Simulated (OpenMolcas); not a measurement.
## Cu2+ in KCdF3: curves along the breathing mode

Cu2+ with its 6 nearest fluoride ions, on the Cd site of idealised cubic KCdF3 (a = 4.302 Å, distance in the model lattice 2.151 Å). The rest of the host is ab initio model potentials to 7.6 Å, with orthogonalisation functions on the cations behind the ligands, and point charges beyond; the distance is set by hand and nothing relaxes. Ligand basis ANO-RCC-VDZP.

```
Program             : OpenMolcas 26.06
Method              : SS-CASPT2, IPEA 0.25 Eh, imaginary shift 0.1 Eh (closed shells correlated: 3s 3p and the ligand valence shells)
Basis               : ANO-RCC-VDZP [5s4p2d1f]
Scalar Hamiltonian  : DKH2, point nucleus
Active space        : 9 electrons in 5 orbitals (3d)
State averaging     : 2S+1 = 2 even, 5 roots
Spin-orbit coupling : RASSI with atomic mean-field integrals over the reference wave functions
```

Spin-free energies (labels of O, the rotations of Oh) in cm-1 above the lowest fitted minimum, as all ligands move together:

| R (Å) | 2E | 2T2 |
| --- | --- | --- |
| 1.942 | 290 | 9620 |
| 1.987 | 170 | 8520 |
| 2.033 | 2110 | 9480 |
| 2.079 | 5990 | 12610 |
| 2.125 | 11720 | 17610 |
| 2.17 | 19100 | 24450 |
| 2.216 | 28510 | 33340 |

Cubic fits give the following; the wavenumber is harmonic, with the mass of all moving ligands, small differences in it between states hang on the degree of the fit, a number in brackets counts states of one label, and the table is a selection of at most 14 states with clean curves.

```tsv
State	R0 (Å)	Breathing mode (cm-1)	Minimum (cm-1)
2E	1.966	532	0
2T2	1.988	545	8520
```

The minimum of 2T2 is shifted by +0.0222 Å against 2E (from the unrounded fits). With M = 114.0 u for the moving shell, the Huang-Rhys factor in this mode is S = M ω ΔR² / 2ħ = 0.01483 × 114.0 × 532 × 0.0222² = 0.44. Only the first shell moves, against a rigid host.

Roots that are degenerate in the reference are averaged as groups; the widest CASPT2 spread within a group is 73 cm-1 (the 3-fold group of multiplicity 2 near 7370 cm-1 above the lowest state of its run, R = 2.033). Shifts and gaps below about the spread of the groups concerned are not significant. Over all roots computed the reference weight is 0.73 in R = 1.942, 0.73 in R = 1.987, 0.73 in R = 2.033, 0.73 in R = 2.079, 0.73 in R = 2.125, 0.73 in R = 2.17, 0.73 in R = 2.216; a low but even weight reflects the number of correlated electrons. An orbital doublet at a regular site is open to a Jahn-Teller distortion, which this geometry leaves out. A single d shell leaves out the double-shell effect, which counts most for late 3d ions, where the CASPT2 field can be off either way by tens of per cent. Ligand-to-metal charge-transfer states are missing. With one d shell and no ligand orbital active, 10Dq can be off by tens of per cent for divalent 3d ions, low with halides held by bare charges and at times high in hosts, and the orbital part of g and χT goes as 1/10Dq. Free-ion shares, where given, are those of the reference states; single-state CASPT2 does not remix them. No measured value stands beside these numbers.
